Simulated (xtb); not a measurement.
Job for xtb: GFN2-xTB on H3NOSi (SMILES N[Si]O), a point of a torsion scan.

```
$ xtb mol.xyz --gfn 2 --opt vtight --chrg 0 --uhf 0 --input xcontrol
6

N     -1.13190276    -0.14485822    -0.06920898
Si     0.35258439    -0.82702804     0.61965104
O      1.69307893    -0.19732559    -0.24526776
H     -1.90043166    -0.31273538     0.61319818
H     -1.07924792     0.85893961    -0.29442489
H      2.04965235     0.63715102     0.13414874
$constrain
  force constant=1.0
  dihedral: 1,2,3,6,90.0
$end
```

It printed:

```
[...]
           -------------------------------------------------
          |                Calculation Setup                |
           -------------------------------------------------



           -------------------------------------------------
          |                 G F N 2 - x T B                 |
           -------------------------------------------------

        Reference                      10.1021/acs.jctc.8b01176
      * Hamiltonian:
        H0-scaling (s, p, d)           1.850000    2.230000    2.230000
        zeta-weighting                 0.500000
      * Dispersion:
        s8                             2.700000
        a1                             0.520000
        a2                             5.000000
        s9                             5.000000
      * Repulsion:
        kExp                           1.500000    1.000000
        rExp                           1.000000
      * Coulomb:
        alpha                          2.000000
        third order                    shell-resolved
        anisotropic                    true
        a3                             3.000000
        a5                             4.000000
        cn-shift                       1.200000
        cn-exp                         4.000000
        max-rad                        5.000000


          ...................................................
          :                      SETUP                      :
          :.................................................:
          :  # basis functions                  21          :
          :  # atomic orbitals                  20          :
          :  # shells                           10          :
          :  # electrons                        18          :
          :  max. iterations                   250          :
          :  Hamiltonian                  GFN2-xTB          :
          :  restarted?                      false          :
          :  GBSA solvation                  false          :
          :  PC potential                    false          :
          :  electronic temp.          300.0000000     K    :
          :  accuracy                    1.0000000          :
          :  -> integral cutoff          0.2500000E+02      :
          :  -> integral neglect         0.1000000E-07      :
          :  -> SCF convergence          0.1000000E-05 Eh   :
          :  -> wf. convergence          0.1000000E-03 e    :
          :  Broyden damping             0.4000000          :
          :  net charge                          0          :
          :  unpaired electrons                  0          :
          ...................................................

 iter      E             dE          RMSdq      gap      omega  full diag
   1    -10.2680073 -0.102680E+02  0.807E+00    2.52       0.0  T
   2    -10.2924143 -0.244070E-01  0.566E+00    2.97       1.0  T
   3    -10.3009607 -0.854641E-02  0.355E+00    2.76       1.0  T
   4    -10.3012028 -0.242156E-03  0.145E+00    2.73       1.0  T
   5    -10.3007331  0.469712E-03  0.797E-01    2.98       1.0  T
   6    -10.3022624 -0.152927E-02  0.312E-01    2.87       1.0  T
   7    -10.3021991  0.632560E-04  0.259E-01    2.94       1.0  T
   8    -10.3023710 -0.171836E-03  0.233E-02    2.91       1.8  T
   9    -10.3023717 -0.672238E-06  0.862E-03    2.90       4.7  T
  10    -10.3023716  0.292922E-08  0.387E-03    2.90      10.5  T
  11    -10.3023717 -0.254223E-07  0.237E-03    2.90      17.2  T
  12    -10.3023717 -0.120518E-07  0.512E-04    2.90      79.8  T
  13    -10.3023717 -0.586805E-09  0.470E-05    2.90     868.8  T

   *** convergence criteria satisfied after 13 iterations ***

         #    Occupation            Energy/Eh            Energy/eV
      -------------------------------------------------------------
         1        2.0000           -0.6975026             -18.9800
       ...           ...                  ...                  ...
         3        2.0000           -0.5571194             -15.1600
         4        2.0000           -0.5116574             -13.9229
         5        2.0000           -0.4989156             -13.5762
         6        2.0000           -0.4542490             -12.3607
         7        2.0000           -0.4361519             -11.8683
         8        2.0000           -0.3914418             -10.6517
         9        2.0000           -0.3266440              -8.8884 (HOMO)
        10                         -0.2199077              -5.9840 (LUMO)
        11                         -0.1271505              -3.4599
        12                         -0.1067054              -2.9036
        13                          0.0014298               0.0389
        14                          0.0414639               1.1283
       ...                                ...                  ...
        20                          0.6283336              17.0978
      -------------------------------------------------------------
                  HL-Ga
[...]
0.1995402              -5.4298 (LUMO)
        11                         -0.1251166              -3.4046
        12                         -0.0864936              -2.3536
        13                          0.0324713               0.8836
        14                          0.0645699               1.7570
       ...                                ...                  ...
        20                          0.7840620              21.3354
      -------------------------------------------------------------
                  HL-Gap            0.1245366 Eh            3.3888 eV
             Fermi-level           -0.2618085 Eh           -7.1242 eV

 SCC (total)                   0 d,  0 h,  0 min,  0.002 sec
 SCC setup                      ...        0 min,  0.000 sec (  2.332%)
 Dispersion                     ...        0 min,  0.000 sec (  0.651%)
 classical contributions        ...        0 min,  0.000 sec (  0.298%)
 integral evaluation            ...        0 min,  0.000 sec ( 22.525%)
 iterations                     ...        0 min,  0.000 sec ( 24.735%)
 molecular gradient             ...        0 min,  0.001 sec ( 44.608%)
 printout                       ...        0 min,  0.000 sec (  4.348%)

         :::::::::::::::::::::::::::::::::::::::::::::::::::::
         ::                     SUMMARY                     ::
         :::::::::::::::::::::::::::::::::::::::::::::::::::::
         :: total energy             -10.254902300133 Eh    ::
         :: gradient norm              0.000088232791 Eh/a0 ::
         :: HOMO-LUMO gap              3.388813961834 eV    ::
         ::.................................................::
         :: SCC energy               -10.339405974447 Eh    ::
         :: -> isotropic ES            0.045000052605 Eh    ::
         :: -> anisotropic ES         -0.001975127809 Eh    ::
         :: -> anisotropic XC         -0.003083767939 Eh    ::
         :: -> dispersion             -0.002302526970 Eh    ::
         :: repulsion energy           0.084498981056 Eh    ::
         :: add. restraining           0.000004693258 Eh    ::
         :: total charge               0.000000000000 e     ::
         :::::::::::::::::::::::::::::::::::::::::::::::::::::

           -------------------------------------------------
          |                Property Printout                |
           -------------------------------------------------

    * Orbital Energies and Occupations

         #    Occupation            Energy/Eh            Energy/eV
      -------------------------------------------------------------
         1        2.0000           -0.6953242             -18.9207
         2        2.0000           -0.6091382             -16.5755
         3        2.0000           -0.5581094             -15.1869
         4        2.0000           -0.5036553             -13.7052
         5        2.0000           -0.4949672             -13.4687
         6        2.0000           -0.4510978             -12.2750
         7        2.0000           -0.4300308             -11.7017
         8        2.0000           -0.3701012             -10.0710
         9        2.0000           -0.3240768              -8.8186 (HOMO)
        10                         -0.1995402              -5.4298 (LUMO)
        11                         -0.1251166              -3.4046
        12                         -0.0864936              -2.3536
        13                          0.0324713               0.8836
        14                          0.0645699               1.7570
        15                          0.0878790               2.3913
        16                          0.1280199               3.4836
        17                          0.2129102               5.7936
        18                          0.2708421               7.3700
        19                          0.5823191              15.8457
        20                          0.7840620              21.3354
      -------------------------------------------------------------
                  HL-Gap            0.1245366 Eh            3.3888 eV
             Fermi-level           -0.2618085 Eh           -7.1242 eV

     #   Z          covCN         q      C6AA      α(0)
     1   7 N        2.541    -0.411    30.722     8.232
     2  14 Si       1.591     0.399   186.557    29.069
     3   8 O        1.575    -0.516    23.285     6.511
     4   1 H        0.861     0.119     1.634     2.002
     5   1 H        0.860     0.139     1.475     1.902
     6   1 H        0.807     0.270     0.820     1.422

 Mol. C6AA /au·bohr⁶  :        724.040952
 Mol. C8AA /au·bohr⁸  :      29608.495702
 Mol. α(0) /au        :         49.138461
Note: The following floating-point exceptions are signalling: IEEE_UNDERFLOW_FLAG IEEE_DENORMAL
normal termination of xtb


Wiberg/Mayer (AO) data.
largest (>0.10) Wiberg bond orders for each atom

 ---------------------------------------------------------------------------
     #   Z sym  total        # sym  WBO       # sym  WBO       # sym  WBO
 ---------------------------------------------------------------------------
     1   7 N    3.224 --     2 Si   1.251     4 H    0.981     5 H    0.955
     2  14 Si   2.481 --     1 N    1.251     3 O    1.176
     3   8 O    2.112 --     2 Si   1.176     6 H    0.894
     4   1 H    0.986 --     1 N    0.981
     5   1 H    0.981 --     1 N    0.955
     6   1 H    0.927 --     3 O    0.894
 ---------------------------------------------------------------------------

Topologies differ in total number of bonds
Writing topology from bond orders to xtbtopo.mol

molecular dipole:
                 x           y           z       tot (Debye)
 q only:       -0.083      -0.119       0.577
   full:       -0.191       0.712       0.145       1.910
molecular quadrupole (traceless):
                xx          xy          yy          xz          yz          zz
 q only:       -0.781       1.218       1.471       1.914      -1.475      -0.690
  q+dip:        2.098       2.275      -0.532       1.807       0.367      -1.566
   full:        2.662       2.911      -1.257       1.762       1.945      -1.405

           -------------------------------------------------
          |                Geometry Summary                 |
           -------------------------------------------------

      molecular mass/u    :       61.1154291
   center of mass at/Å    :        0.3306581      -0.4527902       0.2612845
  moments of inertia/u·Å² :        0.2019705E+02   0.6063616E+02   0.7976767E+02
rotational constants/cm⁻¹ :        0.8346582E+00   0.2780128E+00   0.2113342E+00

 * 5 selected distances

     #   Z          #   Z                                           value/Å
     1   7 N        2  14 Si                                      1.7141903 (max)
     2  14 Si       3   8 O                                       1.6478863
     1   7 N        4   1 H                                       1.0052910
     1   7 N        5   1 H                                       1.0126978
     3   8 O        6   1 H                                       0.9508115 (min)

 * 4 distinct bonds (by element types)

   Z      Z             #   av. dist./Å        max./Å        min./Å
   1 H    7 N           2     1.0089944     1.0126978     1.0052910
   1 H    8 O           1     0.9508115     0.9508115     0.9508115
   7 N   14 Si          1     1.7141903     1.7141903     1.7141903
   8 O   14 Si          1     1.6478863     1.6478863     1.6478863


optimized geometry written to: xtbopt.xyz


           -------------------------------------------------
          | TOTAL ENERGY              -10.254902300133 Eh   |
          | GRADIENT NORM               0.000088232791 Eh/α |
          | HOMO-LUMO GAP               3.388813961834 eV   |
           -------------------------------------------------

------------------------------------------------------------------------
------------------------------------------------------------------------
 total:
 SCF:
 ANC optimizer:
```

The run finished.

Warnings raised: the energy holds the restraint's term.

Cost: roughly 0.05 core-seconds.
